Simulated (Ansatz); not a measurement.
Ansatz (an electronic-structure program) job for C₂O₂Ru, SMILES [O+]#[C-]->[Ru]<-[C-]#[O+] (connectivity only; charge and spin as stated), neutral, multiplicity 3, PBE0-D3(BJ)/def2-SVP. 

Ansatz 0.2 input:
```yaml
crystal:
  periodic: [false, false, false]
  atoms:
    - {symbol: Ru, position_ang: [0.00265485, -0.64996798, 0.00000001]}
    - {symbol: O, position_ang: [0.00847806, 1.43478092, -2.17141764]}
    - {symbol: C, position_ang: [-0.02103854, 0.47017467, -1.55495777]}
    - {symbol: O, position_ang: [0.00847806, 1.43478094, 2.17141762]}
    - {symbol: C, position_ang: [-0.02103855, 0.47017469, 1.55495776]}
basis:
  gaussian:
    orbitals: def2-SVP
hamiltonian:
  xc: pbe0
  dispersion: d3bj
magnetization: {spin_polarized: true, initial_magnetization: 2}
relax: {f_tol: 0.002, max_steps: 200}
```

Output:

```
WARN ansatz: RAYON_NUM_THREADS=1 ignored (pool sized by the plan → 1); use --threads N
Functional definition: PBE0
integrals: 0.04 GiB planned
974 factors; integrals over basis functions are off by at most 1.4e-4 eV
mean field: 0.50 GiB planned
mean field evaluation 1: about -8732.9901 eV, gradient 3.3e1 eV
mean field evaluation 2: about -8719.8545 eV, gradient 6.6e1 eV
mean field evaluation 4: about -8737.3531 eV, gradient 7.3e0 eV
mean field evaluation 8: about -8737.6540 eV, gradient 4.6e-1 eV
mean field evaluation 16: about -8737.6591 eV, gradient 3.6e-3 eV
mean field evaluation 32: about -8737.6591 eV, gradient 5.4e-5 eV
mean field -8737.65906407 eV, -321.1030480065 hartree, gradient 3.3e-5 eV, S^2 2.016401; 4 other end points of the search recorded, 0 dependent functions left out
the calculation of the forces begins
reference -8737.65910229 eV, -321.1030494111 hartree; 23, 21 occupied and 64, 66 virtual orbitals, 974 factors
relax step   1: F+E_penalty+E_count = -8737.76795903 eV  Δ(F+E_penalty+E_count) = +0.000e0 eV  max|allowed force component| = 1.976e0 eV/Å  Δτ_max = 0.0000 Å  (110 SCF iters, accepted)
these checks for a lower state are left out or cut short: starts, cluster_reference, orbital_swaps, neighbouring_geometries, increment
integrals: 0.04 GiB planned
974 factors; integrals over basis functions are off by at most 1.5e-4 eV
mean field: 0.50 GiB planned
mean field -8737.85369654 eV, -321.1102006180 hartree, gradient 5.1e-5 eV, S^2 2.014531; 0 other end points of the search recorded, 0 dependent functions left out
the calculation of the forces begins
reference -8737.85373544 eV, -321.1102020473 hartree; 23, 21 occupied and 64, 66 virtual orbitals, 974 factors
relax step   2: F+E_penalty+E_count = -8737.96597654 eV  Δ(F+E_penalty+E_count) = -1.980e-1 eV  max|allowed force component| = 1.178e0 eV/Å  Δτ_max = 0.1561 Å  (50 SCF iters, accepted)
these checks for a lower state are left out or cut short: starts, cluster_reference, orbital_swaps, neighbouring_geometries, increment
integrals: 0.04 GiB planned
974 factors; integrals over basis functions are off by at most 1.9e-4 eV
mean field: 0.50 GiB planned
mean field -8737.90860803 eV, -321.1122185779 hartree, gradient 2.9e-5 eV, S^2 2.013482; 0 other end points of the search recorded, 0 dependent functions left out
the calculation of the forces begins
reference -8737.90864731 eV, -321.1122200215 hartree; 23, 21 occupied and 64, 66 virtual orbitals, 974 factors
relax step   3: F+E_penalty+E_count = -8738.02060670 eV  Δ(F+E_penalty+E_count) = -5.463e-2 eV  max|allowed force component| = 3.040e-1 eV/Å  Δτ_max = 0.0557 Å  (50 SCF iters, accepted)
these checks for a lower state are left out or cut short: starts, cluster_reference, orbital_swaps, neighbouring_geometries, increment
integrals: 0.04 GiB planned
974 factors; integrals over basis functions are off by at most 2.1e-4 eV
mean field: 0.50 GiB planned
mean field evaluation 64: about -8737.8377 eV, gradient 1.5e-1 eV
mean field -8737.92301329 eV, -321.1127479614 hartree, gradient 2.5e-5 eV, S^2 2.013310; 0 other end points of the search recorded, 0 dependent functions left out
the calculation of the forces begins
reference -8737.92305293 eV, -321.1127494181 hartree; 23, 21 occupied and 64, 66 virtual orbitals, 974 factors
relax step   4: F+E_penalty+E_count = -8738.03421333 eV  Δ(F+E_penalty+E_count) = -1.361e-2 eV  max|allowed force component| = 3.450e-1 eV/Å  Δτ_max = 0.0748 Å  (48 SCF iters, accepted)
these checks for a lower state are left out or cut short: starts, cluster_reference, orbital_swaps, neighbouring_geometries, increment
integrals: 0.04 GiB planned
974 factors; integrals over basis functions are off by at most 2.1e-4 eV
mean field: 0.50 GiB planned
mean field -8737.92703713 eV, -321.1128958350 hartree, gradient 2.3e-5 eV, S^2 2.013465; 0 other end points of the search recorded, 0 dependent functions left out
the calculation of the forces begins
reference -8737.92707690 eV, -321.1128972965 hartree; 23, 21 occupied and 64, 66 virtual orbitals, 974 factors
relax step   5: F+E_penalty+E_count = -8738.03781052 eV  Δ(F+E_penalty+E_count) = -3.597e-3 eV  max|allowed force component| = 2.270e-1 eV/Å  Δτ_max = 0.0346 Å  (51 SCF iters, accepted)
these checks for a lower state are left out or cut short: starts, cluster_reference, orbital_swaps, neighbouring_geometries, increment
integrals: 0.04 GiB planned
974 factors; integrals over basis functions are off by at most 2.1e-4 eV
mean field: 0.50 GiB planned
mean field -8737.92886776 eV, -321.1129631094 hartree, gradient 1.6e-5 eV, S^2 2.013574; 0 other end points of the search recorded, 0 dependent functions left out
the calculation of the forces begins
reference -8737.92890768 eV, -321.1129645761 hartree; 23, 21 occupied and 64, 66 virtual orbitals, 974 factors
relax step   6: F+E_penalty+E_count = -8738.03931470 eV  Δ(F+E_penalty+E_count) = -1.504e-3 eV  max|allowed force component| = 5.751e-2 eV/Å  Δτ_max = 0.0306 Å  (51 SCF iters, accepted)
these checks for a lower state are left out or cut short: starts, cluster_reference, orbital_swaps, neighbouring_geometries, increment
integrals: 0.04 GiB planned
974 factors; integrals over basis functions are off by at most 2.0e-4 eV
mean field: 0.50 GiB planned
mean field -8737.92924191 eV, -321.1129768591 hartree, gradient 1.9e-5 eV, S^2 2.013761; 0 other end points of the search recorded, 0 dependent functions left out
the calculation of the forces begins
reference -8737.92928180 eV, -321.1129783248 hartree; 23, 21 occupied and 64, 66 virtual orbitals, 974 factors
relax step   7: F+E_penalty+E_count = -8738.03951905 eV  Δ(F+E_penalty+E_count) = -2.044e-4 eV  max|allowed force component| = 1.797e-2 eV/Å  Δτ_max = 0.0075 Å  (48 SCF iters, accepted)
these checks for a lower state are left out or cut short: starts, cluster_reference, orbital_swaps, neighbouring_geometries, increment
integrals: 0.04 GiB planned
974 factors; integrals over basis functions are off by at most 2.0e-4 eV
mean field: 0.50 GiB planned
mean field evaluation 96: about -8737.9292 eV, gradient 6.6e-5 eV
mean field -8737.92922231 eV, -321.1129761388 hartree, gradient 1.6e-5 eV, S^2 2.013718; 0 other end points of the search recorded, 0 dependent functions left out
the calculation of the forces begins
reference -8737.92926220 eV, -321.1129776047 hartree; 23, 21 occupied and 64, 66 virtual orbitals, 974 factors
relax step   8: F+E_penalty+E_count = -8738.03953712 eV  Δ(F+E_penalty+E_count) = -1.807e-5 eV  max|allowed force component| = 1.521e-3 eV/Å  Δτ_max = 0.0019 Å  (44 SCF iters, accepted)
integrals: 0.04 GiB planned
974 factors; integrals over basis functions are off by at most 2.0e-4 eV
mean field: 0.50 GiB planned
mean field evaluation 128: about -8737.2974 eV, gradient 3.7e0 eV
mean field -8737.92922231 eV, -321.1129761388 hartree, gradient 1.6e-5 eV, S^2 2.013718; 4 other end points of the search recorded, 0 dependent functions left out
the calculation of the forces begins
reference -8737.92926220 eV, -321.1129776047 hartree; 23, 21 occupied and 64, 66 virtual orbitals, 974 factors
Total energy: -8738.03957701 eV, -321.1170315993 hartree
Atom 0 at    -0.009359    -0.659404     0.000000 Å, force    -0.000042    -0.001250    -0.000000 eV/Å
Atom 1 at    -0.001635     1.388683    -2.201869 Å, force    -0.000023     0.001274    -0.001158 eV/Å
Atom 2 at    -0.004918     0.520991    -1.444309 Å, force     0.000044    -0.000649     0.001521 eV/Å
Atom 3 at    -0.001635     1.388683     2.201869 Å, force    -0.000023     0.001274     0.001158 eV/Å
Atom 4 at    -0.004919     0.520991     1.444309 Å, force     0.000044    -0.000649    -0.001521 eV/Å
Dipole moment:    -0.002423    -0.643485     0.000000 e Å
```

The run converged.

Cost: around 30 core-seconds (rough).
